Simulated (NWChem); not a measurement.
System: AlAsH2F2; SMILES [F][Al]([F])[AsH2]

NWChem input:

```
start job
memory heap 200 mb stack 900 mb global 1100 mb
geometry units angstroms noautoz
  Al    -0.072557     1.065898     0.031664
  As    -0.173521    -1.329279     0.156895
  H      0.495039    -1.422826    -1.211210
  H     -1.574718    -1.295383    -0.445721
  F     -1.342241     2.016615     0.515815
  F      1.300500     1.854167    -0.461965
end
basis spherical
  * library def2-svp
end
dft
  xc mn15
  grid xfine
  iterations 150
  mulliken
end
task dft gradient
```

Parts of the log:

```
             Northwest Computational Chemistry Package (NWChem) 7.3.0
             --------------------------------------------------------

 CS  symmetry detected

                             Geometry "geometry" -> ""
                             -------------------------

 Output coordinates in angstroms (scale by  1.889725989 to convert to a.u.)

  No.       Tag          Charge          X              Y              Z
 ---- ---------------- ---------- -------------- -------------- --------------
    1 Al                  13.0000    -0.00016447     1.03577401     0.00000000
    2 As                  33.0000     0.04665442    -1.36434211     0.00000000
    3 H                    1.0000    -1.00492077    -1.37861568     1.10522725
    4 H                    1.0000    -1.00492077    -1.37861568    -1.10522725
    5 F                    9.0000     0.02624355     1.90641438    -1.41125149
    6 F                    9.0000     0.02624355     1.90641438     1.41125149

 Effective nuclear repulsion energy (a.u.)     305.6262376133

      Symmetry information
      --------------------

 Group name             Cs
 Group number              2
 Group order               2
 No. of unique centers     4

                                 NWChem DFT Module
                                 -----------------

 Summary of "ao basis" -> "ao basis" (spherical)
 ------------------------------------------------------------------------------
       Tag                 Description            Shells   Functions and Types
 ---------------- ------------------------------  ------  ---------------------
 Al                         def2-svp                 8       18   4s3p1d
 As                         def2-svp                12       32   5s4p3d
 H                          def2-svp                 3        5   2s1p
 F                          def2-svp                 6       14   3s2p1d

      Symmetry analysis of basis
      --------------------------

        a'         54
        a"         34

            General Information
            -------------------
          SCF calculation type: DFT
          Wavefunction type:  closed shell.
          No. of atoms     :     6
          No. of electrons :    66
           Alpha electrons :    33
            Beta electrons :    33
          Charge           :     0
          Spin multiplicity:     1
          Use of symmetry is: on ; symmetry adaption is: on
          Maximum number of iterations: 150
          AO basis - number of functions:    88
                     number of shells:    38
          Convergence on energy requested:  1.00D-06
          Convergence on density requested:  1.00D-05
          Convergence on gradient requested:  5.00D-04

              XC Information
              --------------
                         MN15 Method XC Functional
                     Hartree-Fock (Exact) Exchange  0.440
                          MN15 Exchange Functional  1.000
                        MN15 Correlation Potential  1.000

             Grid Information
             ----------------
          Grid used for XC integration:  xfine
          Radial quadrature: Mura-Knowles
          Angular quadrature: Lebedev.
          Tag              B.-S. Rad. Rad. Pts. Rad. Cut. Ang. Pts.
          ---              ---------- --------- --------- ---------
          Al                  1.25      125          10.0      1454
          As                  1.15      160          11.0      1454
          H                   0.35      100          11.0      1202
          F                   0.50      100          11.0      1454
          Grid pruning is: on
          Number of quadrature shells:   485
          Spatial weights used:  Erf1

      Superposition of Atomic Density Guess
      -------------------------------------

 Sum of atomic energies:       -2675.23462473

      Non-variational initial energy
      ------------------------------

 Total energy =   -2675.674069
 1-e energy   =   -4339.142061
 2-e energy   =    1357.841754
 HOMO         =      -0.311097
 LUMO         =      -0.019584

      Symmetry analysis of molecular orbitals - initial
      -------------------------------------------------

  Numbering of irreducible representations:

     1 a'          2 a"

  Orbital symmetries:

     1 a'          2 a'          3 a'          4 a"          5 a'
     6 a'          7 a'          8 a"          9 a'         10 a"
    11 a'         12 a'         13 a'         14 a"         15 a'
    16 a'         17 a"         18 a'         19 a"         20 a'
    21 a'         22 a'         23 a"         24 a'         25 a'
    26 a"         27 a'         28 a'         29 a"         30 a"
    31 a"         32 a'         33 a'         34 a'         35 a'
    36 a"         37 a'         38 a"         39 a'         40 a'
    41 a'         42 a'         43 a"

     ---------------------------------------------
      Total Density - Mulliken Population Analysis
     ---------------------------------------------

    Atom       Charge   Shell Charges
 -----------   ------   -------------------------------------------------------
    1 Al  13    11.60   2.00  1.99  0.71  0.18  5.93  0.43  0.19  0.18
    2 As  33    33.15   2.00  2.00  2.00  1.28  0.50  6.00  5.98  1.45  1.88  8.17  1.78  0.10
    3 H    1     0.95   0.62  0.31  0.01
    4 H    1     0.95   0.62  0.31  0.01
    5 F    9     9.68   1.99  1.15  0.79  3.57  2.18  0.00
    6 F    9     9.68   1.99  1.15  0.79  3.57  2.18  0.00

   convergence    iter        energy       DeltaE   RMS-Dens  Diis-err
 ---------------- ----- ----------------- --------- --------- ---------
 d= 0,ls=0.0,diis     1  -2678.7114585666 -2.98D+03  1.65D-02  1.63D+00
 d= 0,ls=0.0,diis     2  -2678.6829488580  2.85D-02  8.64D-03  1.97D+00
 d= 0,ls=0.0,diis     3  -2678.8364245040 -1.53D-01  1.43D-03  7.56D-02
 d= 0,ls=0.0,diis     4  -2678.8421605158 -5.74D-03  2.35D-04  2.73D-03
 d= 0,ls=0.0,diis     5  -2678.8422881837 -1.28D-04  1.24D-04  1.14D-04
  Resetting Diis
 d= 0,ls=0.0,diis     6  -2678.8422971588 -8.98D-06  4.04D-05  5.96D-06
 d= 0,ls=0.0,diis     7  -2678.8422980478 -8.89D-07  8.43D-06  1.20D-07

         Total DFT energy =    -2678.842298047827
      One electron energy =    -4340.333443110520
           Coulomb energy =     1479.322350128627
    Exchange-Corr. energy =     -123.457442679246
 Nuclear repulsion energy =      305.626237613312

 Numeric. integr. density =       66.000000005237

                  Occupations of the irreducible representations
                  ----------------------------------------------

                     irrep           alpha         beta
                     --------     --------     --------
                     a'               22.0         22.0
                     a"               11.0         11.0

                       DFT Final Molecular Orbital Analysis
                       ------------------------------------

 Vector   31  Occ=2.000000D+00  E=-4.167185D-01  Symmetry=a"
              MO Center= -5.4D-01, -1.1D+00, -1.1D-14, r^2= 2.8D+00
   Bfn.  Coefficient  Atom+Function         Bfn.  Coefficient  Atom+Function
  ----- ------------  ---------------      ----- ------------  ---------------
    32      0.339284  2 As pz                51      0.311348  3 H  s
    56     -0.311348  4 H  s                 35      0.227548  2 As pz
    29     -0.214859  2 As pz                52      0.158415  3 H  s
    57     -0.158415  4 H  s                 65      0.124938  5 F  py
    79     -0.124938  6 F  py                68     -0.088260  5 F  py

 Vector   32  Occ=2.000000D+00  E=-3.659020D-01  Symmetry=a'
              MO Center= -1.1D-02, -8.5D-01,  1.9D-16, r^2= 2.6D+00
   Bfn.  Coefficient  Atom+Function         Bfn.  Coefficient  Atom+Function
  ----- ------------  ---------------      ----- ------------  ---------------
    30      0.317959  2 As px                33      0.264578  2 As px
    23      0.226495  2 As s                 22      0.212008  2 As s
    51     -0.210612  3 H  s                 56     -0.210612  4 H  s
    27     -0.200545  2 As px                31      0.194609  2 As py
    34      0.186523  2 As py                 3      0.161855  1 Al s

 Vector   33  Occ=2.000000D+00  E=-3.116589D-01  Symmetry=a'
              MO Center=  5.6D-02, -1.1D+00, -3.6D-15, r^2= 2.7D+00
   Bfn.  Coefficient  Atom+Function         Bfn.  Coefficient  Atom+Function
  ----- ------------  ---------------      ----- ------------  ---------------
    34      0.367293  2 As py                31      0.344709  2 As py
    22     -0.315075  2 As s                 33     -0.231501  2 As px
    28     -0.214643  2 As py                 3      0.204531  1 Al s
    30     -0.202446  2 As px                21      0.198763  2 As s
    23     -0.189035  2 As s                  9     -0.152984  1 Al py

[...]

                         DFT ENERGY GRADIENTS

    atom               coordinates                        gradient
                 x          y          z           x          y          z
   1 Al     -0.000311   1.957329   0.000000   -0.000017   0.002394   0.000000
   2 As      0.088164  -2.578233   0.000000    0.004962  -0.003901   0.000000
   3 H      -1.899025  -2.605206   2.088577   -0.002493  -0.000153   0.002657
   4 H      -1.899025  -2.605206  -2.088577   -0.002493  -0.000153  -0.002657
   5 F       0.049593   3.602601  -2.666879    0.000021   0.000907  -0.001616
   6 F       0.049593   3.602601   2.666879    0.000021   0.000907   0.001616
```

Level: MN15/def2-SVP. Geometry: optimised at PBE0/def2-SVP.
